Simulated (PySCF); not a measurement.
# What a mistake does to a calculation on AlC2H6O

Calculated results; nothing here was measured. They come from PySCF 2.14.0, an open-source quantum chemistry program, on an isolated molecule that a program drew, which may never have been made. The molecule is AlC2H6O (charge 0, doublet), drawn as the SMILES string `[CH2]C[O][AlH2]`.

Each row is a Hartree-Fock (HF) and frozen-core CCSD(T) single point in the cc-pV(D+d)Z basis, meant for a local HF minimum. Run 1 is clean. Each other run has one planted mistake out of seven kinds, and not every kind appears here: one electron removed, one electron added, multiplicity raised by two, geometry at a saddle point, minimal basis STO-3G, one bond length entered in bohr, all coordinates scaled. The reference is restricted for singlets and unrestricted otherwise, and also for a bond in bohr. Adding or removing an electron swaps singlet and doublet. Electrons count all cores. HOMO and LUMO are orbital energies over both spins, the gradient is its largest component, and the lowest frequency (negative if imaginary) is given only where the gradient is small. Bond lengths are over the 9 bonds as drawn. T1 is the CCSD diagnostic: over 0.02 (restricted) or 0.045 (unrestricted) a single reference is doubtful.

Geometry of the clean run:
```xyz
10
AlC2H6O, angstrom
C    -0.3001    1.4070    0.8272
C    -1.1968    0.2805    1.2372
O    -1.9432    0.5454    2.3797
Al   -2.4123    1.6073    3.5863
H     0.1018    1.4249   -0.1794
H     0.2042    1.9988    1.5828
H    -1.8770    0.0373    0.4154
H    -0.6001   -0.6234    1.4180
H    -3.5426    1.1132    4.5612
H    -1.7277    3.0204    3.7334
```

```
run,electrons,basis functions,<S^2>,HOMO (eV),LUMO (eV),gradient (hartree/bohr),lowest frequency (cm^-1),mean bond (Å),longest bond (Å),T1,HF (hartree),CCSD(T) (hartree),mistake
1,39,95,0.762,-9.83,1.79,2.2e-05,27,1.3413,1.674,0.0138,-396.00355,-396.57100,no fault
2,39,95,3.773,-4.99,-3.06,5.3e-02,-,1.3413,1.674,0.0590,-395.78807,-396.36421,multiplicity raised by two
3,39,30,0.765,-7.53,8.82,4.2e-02,-,1.3413,1.674,0.0152,-391.11406,-391.31861,minimal basis STO-3G
4,40,95,0.000,0.42,5.65,3.8e-02,-,1.3413,1.674,0.0557,-395.92171,-396.53895,one electron added
5,39,95,1.274,-10.24,1.61,7.9e-02,-,1.4498,2.075,0.0385,-395.90881,-396.47654,?
6,39,95,0.760,-9.73,1.87,2.5e-02,-,1.2997,1.622,0.0131,-395.99367,-396.55558,?
```

**Which mistake was planted in run 5, and what did it cost?**

The mean bond changes by a factor of 1.081 and the longest by 1.240, so the molecule wasn't scaled as a whole. A length L in bohr read as angstrom grows by (1/0.5292 - 1) L = 0.890 L. The 9 bonds together grew by 9 x 0.1085 = 0.977 Å, which gives L = 1.098 Å. That is the length of one of the C-H bonds, 1.098 Å in the clean geometry. So the mistake is: one bond length entered in bohr. Subtracting run 1 and multiplying by 627.51 kcal/mol a hartree, the energy moved by 59.5 kcal/mol in HF and 59.3 kcal/mol in CCSD(T).

**Which mistake was planted in run 6, and what did it cost?**

The mean and the longest bond both change by the same factor, 0.969, and the gradient is no longer small. So the mistake is: all coordinates scaled. Subtracting run 1 and multiplying by 627.51 kcal/mol a hartree, the energy moved by 6.2 kcal/mol in HF and 9.7 kcal/mol in CCSD(T).

Cautions from the logs. Run 2: T1 is over the limit, so its CCSD(T) energy is less reliable; run 4: T1 is over the limit, so its CCSD(T) energy is less reliable and the HOMO is above zero, so the electron isn't bound and the energy depends on the basis.
